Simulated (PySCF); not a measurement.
Relaxation of singlet WNF3

Level of theory: PySCF, PBE0, basis W def2-SVP with ECP60, N def2-SVP, F def2-SVP (scalar-relativistic core potentials, no spin–orbit coupling, density fitting). A (50,194) grid was used.

A hand-made tetrahedral start, of C3v symmetry, held to at least that symmetry:

Coordinates in bohr (charge 0 multiplicity 1):
```
W     0.0000   -0.0785   -0.0556
N     0.0000   -2.8555   -2.0200
F     3.1012   -0.0790    2.1373
F    -3.1012   -0.0790    2.1373
F     0.0000    3.0232   -2.2478
```

Question: What does it relax to?

Answer: It ends at C3v with W–F 1.860 Å (×3), W–N 1.651 Å; F–W–F 114.6° (×3), F–W–N 103.7° (×3) (after a last refinement on a finer grid). A frequency run shows a minimum. Other isomers or separated fragments may lie lower.

Question: How much energy is released, and in how many steps?

Answer: 168.5 kJ/mol in 5 steps.

With an element this heavy the missing spin–orbit coupling can shift these numbers.
